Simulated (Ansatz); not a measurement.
Two isomers of C2H10NPSi: A = `CCN([SiH3])P`, B = `C[SiH](C)NP`.

Isolated molecules relaxed with PBE0-D4/def2-TZVP in Ansatz; ΔE leaves out vibrations. CCSD(T)/CBS is the MP2 limit (def2-TZVPP, def2-QZVPP) plus CCSD(T) − MP2 in def2-TZVPP, frozen cores. Functionals use def2-TZVPP. B3LYP here is the variant with VWN-RPA as its local correlation; programs differ in this. Each species was taken in one conformer, which may not be the lowest.

**Question.** Which isomer does CCSD(T)/CBS put lower? Give the gap. (Best estimate.)

**Answer.** Ansatz gave: B, by 28.9 kcal/mol.

**Question.** Give E(B) − E(A) in kcal/mol with r2SCAN-D4, B3LYP-D4, PBE-D4, ωB97M-V, PBE0-D4, MP2/def2-TZVPP, B3LYP. (An estimate is asked.)

**Answer.** The calculation gave: r2SCAN-D4 -30.6, B3LYP-D4 -28.2, PBE-D4 -28.6, ωB97M-V -29.7, PBE0-D4 -29.1, MP2/def2-TZVPP -28.6, B3LYP -29.2. None reverses the order clearly.

Largest T1 diagnostic: 0.011.

The D4 term adds +1.0 kcal/mol with B3LYP and +0.5 kcal/mol with PBE0; it sums over pairs of atoms, weighted by their polarisabilities, and B3LYP, whose exchange is more repulsive, gets the larger term.
